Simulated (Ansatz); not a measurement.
Consider the formal exchange of groups at the Al–F bond: `[CH3][Al]([CH3])[F]` + CH₃OH → `[CH3][Al]([CH3])[CH2]O` + H–F.

Gas-phase electronic energies from Ansatz, PBE0-D4/def2-TZVP geometries. CCSD(T)/CBS adds triple-zeta CCSD(T) − MP2 to the extrapolated MP2 energy (def2 sets, frozen cores). This one scheme is used for every species. Functionals use def2-TZVPP. B3LYP here is the variant with VWN-RPA as its local correlation; programs differ in this. HSE06 is defined as in plane-wave codes. One conformer a species, not always the lowest.

| level | ΔE (eV) | difference from CCSD(T)/CBS |
| --- | --- | --- |
| PBE-D4 | 2.18 | -0.12 |
| B97M-V | 2.39 | 0.09 |
| HSE06-D4 | 2.22 | -0.08 |
| PBE-QIDH | 2.31 | 0.01 |
| r2SCAN | 2.35 | 0.05 |
| B3LYP | 2.42 | 0.12 |
| HSE06 | 2.26 | -0.04 |
| CAM-B3LYP | 2.44 | 0.14 |
| CCSD/def2-SVP | 2.51 | 0.21 |
| CCSD(T)/def2-TZVPP | 2.31 | 0.01 |
| CCSD(T)/CBS | 2.30 | 0 |

**Question.** What do rigid-rotor, harmonic-oscillator terms from PBE0-D4/def2-TZVP frequencies (298.15 K, 1 bar) make of the CCSD(T)/CBS value? (Estimate.)

**Answer.** Computed: ΔZPE = -0.10 eV, ΔH = +2.23 eV, ΔS = -21 J/(mol·K), ΔG = +2.29 eV. Modes under 50 cm⁻¹ make the entropy rough.

Largest T1 diagnostic among the species: 0.011.

In def2-TZVPP, CCSD(T) changes the Hartree–Fock value by −0.27 eV (the triples alone add −0.04 eV) and MP2 by −0.25 eV. The D4 term adds −0.08 eV with B3LYP and −0.05 eV with PBE0; it sums over pairs of atoms, weighted by their polarisabilities, and B3LYP, whose exchange is more repulsive, gets the larger term. From BLYP to BHLYP (50 % exact exchange), in def2-TZVPP and without D4, ΔE moves by +0.08 eV.
